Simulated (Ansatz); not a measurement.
Diatomic MgH, multiplicity 2 (the spin of the measured ground state).

Seven points along R, fitted to fifth degree in 1/R; most abundant isotopes. Runs in def2 and cc sets follow the lowest solution found near the PBE0 minimum.

Run with Ansatz (a quantum-chemistry and plane-wave program) with Gaussian orbitals. Each number belongs to the level named beside it.

Energies at B3LYP/def2-TZVPP:

```tsv
R (Å)	E (hartree)
1.621580	-200.64418755
1.665171	-200.64563197
1.705274	-200.64633695
1.750609	-200.64652293
1.795943	-200.64616288
1.848253	-200.64519002
1.909280	-200.64345626
```

Question: With a reduced mass of 0.9672 u, find the minimum, the force constant and the constants.

Answer: A fifth-degree polynomial in 1/R puts the minimum at r_e = 1.7421 Å with force constant 120 N/m. Then ω_e = (1/2πc)√(k/μ) = 1449 cm⁻¹ and B_e = h/(8π²cμr_e²) = 5.743 cm⁻¹; the cubic and quartic terms give α_e = 0.18 and ω_e x_e = 31 cm⁻¹.
